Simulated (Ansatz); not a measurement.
A run for Ansatz (a program for electronic structure): U-CCSD(T)/cc-pV(D+d)Z on AlO, 2S+1 = 2, a point of a bond scan (R = 4.394 Å). Files ending in .json are basis or fitting sets from the Basis Set Exchange.

Ansatz 0.2 input:
```yaml
crystal:
  periodic: [false, false, false]
  atoms:
    - {symbol: Al, position_ang: [-0.00000000, -0.00000000, -0.61996312]}
    - {symbol: O, position_ang: [0.00000000, 0.00000000, 3.77402552]}
basis:
  gaussian:
    orbitals: cc-pV_D+d_Z.json
magnetization: {spin_polarized: true, initial_magnetization: 1}
correlation: {method: ccsd_t, electrons: outside_noble_gas}
scf: {omitted_lower_state_checks: [cluster_reference]}
```

Output:

```
WARN ansatz: RAYON_NUM_THREADS=2 ignored (pool sized by the plan → 2); use --threads N
Functional definition: HF
these checks for a lower state are left out or cut short: cluster_reference
integrals: 0.01 GiB planned
377 factors; integrals over basis functions are off by at most 3.0e-4 eV
mean field: 0.07 GiB planned
mean field evaluation 1: about -8611.2550 eV, gradient 2.1e1 eV
mean field evaluation 2: about -8611.2582 eV, gradient 2.1e1 eV
mean field evaluation 4: about -8611.8952 eV, gradient 1.6e1 eV
mean field evaluation 8: about -8613.6314 eV, gradient 3.9e0 eV
mean field evaluation 16: about -8616.8972 eV, gradient 5.7e-1 eV
mean field evaluation 32: about -8616.9413 eV, gradient 7.9e-5 eV
mean field evaluation 64: about -8616.9288 eV, gradient 2.1e-6 eV
mean field evaluation 96: about -8616.9288 eV, gradient 6.2e-4 eV
mean field evaluation 128: about -8616.9284 eV, gradient 2.1e-2 eV
mean field evaluation 160: about -8616.9159 eV, gradient 3.1e-2 eV
mean field evaluation 192: about -8616.9150 eV, gradient 3.3e-1 eV
mean field evaluation 224: about -8616.3935 eV, gradient 4.6e0 eV
mean field evaluation 256: about -8616.9286 eV, gradient 5.9e-2 eV
mean field evaluation 288: about -8616.9149 eV, gradient 3.7e-1 eV
mean field evaluation 320: about -8615.9082 eV, gradient 9.4e-1 eV
mean field evaluation 352: about -8616.9161 eV, gradient 2.7e-4 eV
mean field evaluation 384: about -8615.0897 eV, gradient 1.2e1 eV
mean field evaluation 416: about -8615.9192 eV, gradient 6.0e-1 eV
mean field evaluation 448: about -8616.9101 eV, gradient 1.3e-2 eV
mean field evaluation 480: about -8616.9101 eV, gradient 8.8e-6 eV
mean field evaluation 512: about -8613.4734 eV, gradient 7.9e-6 eV
mean field -8616.94126579 eV, -316.6667507451 hartree, gradient 2.7e-6 eV, S^2 1.769663; 24 other end points of the search recorded, 0 dependent functions left out
6 core orbitals not correlated
reference -8616.94126579 eV, -316.6667507451 hartree; 5, 4 occupied and 26, 27 virtual orbitals, 377 factors
second order -3.62335287 eV of doubles, -0.00000000 eV of singles
coupled cluster: 0.07 GiB planned
cycle   1  -4.23291488 eV  change   -6.1e-1 eV  update   6.7e-2
cycle   2  -4.48266309 eV  change   -2.5e-1 eV  update   2.8e-2
cycle   3  -4.48455961 eV  change   -1.9e-3 eV  update   6.6e-3
cycle   4  -4.48663630 eV  change   -2.1e-3 eV  update   1.8e-3
cycle   5  -4.48777101 eV  change   -1.1e-3 eV  update   9.4e-4
cycle   6  -4.48761677 eV  change    1.5e-4 eV  update   5.3e-4
cycle   7  -4.48752794 eV  change    8.9e-5 eV  update   4.2e-4
cycle   8  -4.48776032 eV  change   -2.3e-4 eV  update   2.8e-4
cycle   9  -4.48774297 eV  change    1.7e-5 eV  update   1.6e-4
cycle  10  -4.48768446 eV  change    5.9e-5 eV  update   1.0e-4
cycle  11  -4.48764633 eV  change    3.8e-5 eV  update   6.0e-5
cycle  12  -4.48765696 eV  change   -1.1e-5 eV  update   3.3e-5
cycle  13  -4.48768269 eV  change   -2.6e-5 eV  update   1.9e-5
cycle  14  -4.48768477 eV  change   -2.1e-6 eV  update   9.1e-6
coupled cluster: 0.07 GiB planned
perturbative correction -0.04079165 eV, -0.0014990653 hartree
Total energy: -8621.46974220 eV, -316.8331691839 hartree
Checks for a lower state left out: cluster_reference
```

Self-consistency was reached. Its determinant has ⟨S²⟩ = 1.77, a mixture of spin states.

Cost: around 5 core-seconds (rough).
